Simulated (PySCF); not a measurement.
PySCF job for C2H3Br2Cl, SMILES CC(Cl)(Br)Br, KT2/pcSseg-1. Geometry: B3LYP-D3(BJ)/def2-SVP.

```python
import numpy as np
from pyscf import gto, scf, dft
from pyscf.prop.nmr import rks as nmr

mol = gto.M(
    atom='''
    C    -1.82822756    0.72012164   -0.00000001
    C    -0.34023680    0.43379748   -0.00000001
    Cl    0.58563489    1.96390025   -0.00000001
    Br    0.13744937   -0.60985614   -1.60312037
    Br    0.13744936   -0.60985613    1.60312037
    H    -2.08709053    1.30124189    0.89677801
    H    -2.39228148   -0.22237308   -0.00000001
    H    -2.08709054    1.30124188   -0.89677803
    ''',
    basis='pcSseg-1',
    charge=0,
    spin=0,
    max_memory=1600,
    verbose=3,
)
mf = dft.RKS(mol, xc='kt2')
mf.grids.level = 3
mf.conv_tol = 1e-10
mf.max_cycle = 100
mf.kernel()
n = nmr.NMR(mf)
n.verbose = 2
n.max_cycle_cphf = 60
sigma = n.kernel()
print('atom   isotropic/ppm   span/ppm')
for i, s in enumerate(sigma):
    w = np.linalg.eigvalsh((s + s.T) / 2)
    print(f'{mol.atom_symbol(i):2s}{i + 1:3d} {w.mean():14.3f} {w[2] - w[0]:11.3f}')
```

Log of the run:

```
converged SCF energy = -5710.23733278355
atom   isotropic/ppm   span/ppm
C   1        125.303      67.767
C   2         50.239      30.808
Cl  3        365.994     887.536
Br  4       1115.193    2684.138
Br  5       1115.193    2684.138
H   6         28.270       8.276
H   7         28.090       7.255
H   8         28.270       8.276
```

The calculation finished and met its thresholds.

Cost: very roughly 26 core-seconds.
